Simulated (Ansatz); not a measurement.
CH$_{7}$NSiTe, SMILES `C[Te][SiH2]N`, relaxed with RKS PBE-D4/def2-SVP in the Gaussian-basis code of Ansatz from a rough embedded geometry. The force threshold is 0.03 eV/Å; the program also tests the step.

Charge 0, multiplicity 1. Te takes the def2 core potential.

Start:

```xyz
11

C    -1.601   -1.055   -0.611
Te    0.280   -1.177   -1.553
Si    0.966    0.838   -0.291
N     0.930    0.484    1.520
H    -2.139   -0.111   -0.856
H    -2.286   -1.932   -1.026
H    -1.526   -1.202    0.477
H     0.151    1.942   -0.603
H     2.418    1.142   -0.657
H     1.265    1.348    1.945
H     1.541   -0.277    1.656
```

```tsv
step	energy (eV)	largest force (eV/Å)	largest move (Å)
1	-17800.3427	3.292	0.000
2	-17800.7139	1.112	0.193
3	-17800.7826	0.899	0.171
4	-17800.8441	0.467	0.200
5	-17800.8619	0.459	0.175
6	-17800.8630	0.215	0.148
7 (rejected)	-17800.8514	0.843	0.195
8	-17800.8776	0.092	0.082
9	-17800.8822	0.120	0.100
10	-17800.8850	0.045	0.046
11	-17800.8866	0.069	0.086
12	-17800.8871	0.054	0.013
13	-17800.8876	0.012	0.013
```

End:

```xyz
11

C    -1.641   -1.059   -0.572
Te    0.204   -0.982   -1.750
Si    1.129    0.874   -0.330
N     0.927    0.420    1.341
H    -2.379   -0.349   -0.984
H    -2.028   -2.093   -0.621
H    -1.370   -0.794    0.467
H     0.388    2.178   -0.463
H     2.535    1.070   -0.847
H     0.841    1.147    2.056
H     1.395   -0.414    1.703
```

Hardware: 4 threads of an Arm Neoverse V2 on a shared host. Wall time 18 s, peak host memory 0.16 GiB.
